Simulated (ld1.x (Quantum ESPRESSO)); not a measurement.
Building the RRKJ potential for Cr (Z = 24) (LDA (PZ), scalar-relativistic).

Cr, norm-conserving RRKJ (Kleinman–Bylander form), made with ld1.x (Quantum ESPRESSO) 7.5 (LDA (PZ), scalar-relativistic). Core [Ne], reference 3s2 3p6 3d3 4s0 4p0 (charge +3). Waves: 3p (bound): rc 1.55 bohr; 3d (bound): rc 1.40 bohr; 3s (bound): rc 1.25 bohr. Local part: the s channel. Core correction: none. rho0 = 0.02.

(1) Estimate the cutoffs (Ry, on a coarse ladder) from which the occupation-weighted sum of valence levels, in a spherical-Bessel basis at the reference potential, stays within 10 and 1 mRy of its value at 400 Ry.

(2) What does a ghost test show?

(3) Tests: 3s2 3p6 3d5 4s1 4p0; 3s2 3p6 3d5 4s0 4p0; 3s2 3p6 3d4 4s0 4p0; 3s2 3p6 3d4 4s1 4p0; 3s2 3p6 3d6 4s0 4p0; 3s2 3p6 3d5 4s0.5 4p0; 3s2 3p6 3d2 4s0 4p0. Which has the largest error in its energy relative to the reference configuration, and how large is it?

Results:

(1) 90 Ry and 120 Ry.

(2) No extra level below or beside the all-electron valence levels (p, d, s, f tested).

(3) 3s2 3p6 3d4 4s1 4p0, with +453 meV (all-electron minus pseudo) on -46.26 eV.
